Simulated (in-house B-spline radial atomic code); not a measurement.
How numerical settings move a run on Pd2+, [Kr] 4d8. Computed with an all-electron radial atomic-structure program (B-spline basis): Dirac-Kohn-Sham LDA VWN5, spherical fractional occupations, Fermi nucleus of rms radius 4.5318 fm.

Command:
```bash
python run_scf.py task.json out
```
Settings of the sound reference run:
```
Z                46
electrons        44
configuration    [Kr] 4d8
hamiltonian      dirac
method           lda,vwn
spin_polarised   False
nucleus          fermi
rms_radius       4.5318
mass_number      106
atomic_mass      105.9035
speed_of_light   137.036
knot_spacing     0.22
spline_order     8
gauss_points     12
box_radius       22.22
max_iterations   70
damping          0.5
damped_steps     3
diis_vectors     10
tolerance        1e-08
start            Thomas-Fermi
```

Run time, properties included: 1.3 s on 1 thread of AMD EPYC 7R43 64-Core Processor, on a shared host.

It converges in 10 iterations to -5040.982377 hartree, with 4d5/2 at -27.368 eV. The other runs change the listed settings, some to values that make no sense; their results aren't properties of the atom or ion. Radii are in bohr (the nuclear one in fm), a minus after a letter asks for a j subshell, and «unchanged» means within 1e-8 hartree. The run stops when the residual is below 10 × tolerance × max(1, Z/10), or a noise floor if that is larger, and the energy moves by less than 1e-8 × √|E| hartree; so very loose and very tight tolerances often act alike.

```tsv
changed settings	outcome
electrons = 45, configuration = [Kr] 4d8 5s-1, max_iterations = 100	stopped with error: j subshells need the Dirac Hamiltonian and l > 0
gauss_points = 8, box_radius = 44.44, first_knot = 0.0652, max_iterations = 100, damping = 0.95	converged in 11 iterations, energy +3.74e+01 hartree from the reference, 4d5/2 level -1.2e-01 eV
max_iterations = 12, damped_steps = 0, diis_vectors = 4	converged in 9 iterations, energy unchanged, 4d5/2 level +4.7e-05 eV
electrons = 45, configuration = [Kr] 4d8 5p-1, max_iterations = 75	converged in 10 iterations to -5041.4035 hartree, a different physical problem
diis_vectors = 0	converged in 18 iterations, energy unchanged, 4d5/2 level +1.4e-05 eV
first_knot = 0.0217	converged in 10 iterations, energy +1.12e+00 hartree from the reference, 4d5/2 level -8.0e-03 eV
gauss_points = 16, first_knot = 0.000217, max_iterations = 12	converged in 10 iterations, energy +3.05e-05 hartree from the reference
diis_vectors = 1	not converged after 70 iterations, last residual 6.8e-01, last energy +1.38e+01 hartree from the reference
first_knot = 2.17e-05	converged in 10 iterations, energy +2.55e-08 hartree from the reference
first_knot = 0.000217	converged in 10 iterations, energy +1.97e-05 hartree from the reference
first_knot = 0.0652	converged in 10 iterations, energy +1.51e+01 hartree from the reference, 4d5/2 level -1.2e-01 eV
first_knot = 2.17e-06	converged in 9 iterations, energy -9.80e-08 hartree from the reference, 4d5/2 level +1.1e-05 eV
diis_vectors = 4	converged in 10 iterations, energy unchanged, 4d5/2 level +2.0e-05 eV
start = bare nucleus	converged in 11 iterations, energy unchanged, 4d5/2 level -2.3e-05 eV
```

Problem. What happens with first_knot = 0.00652?

Solution. Converged in 10 iterations, energy +3.72e-03 hartree from the reference, 4d5/2 level -5.0e-04 eV.

Problem. What happens with diis_vectors = 2?

Solution. Converged in 11 iterations, energy unchanged, 4d5/2 level +3.5e-06 eV.

Problem. What happens with box_radius = 4.44, max_iterations = 75, tolerance = 0.01?

Solution. Converged in 9 iterations, energy +1.45e-02 hartree from the reference, 4d5/2 level +4.2e-01 eV (the program warns: 4d5/2 reaches the box edge; 4s1/2 reaches the box edge).

Problem. What happens with first_knot = 0.00217?

Solution. Converged in 10 iterations, energy +3.99e-02 hartree from the reference, 4d5/2 level -7.0e-05 eV.
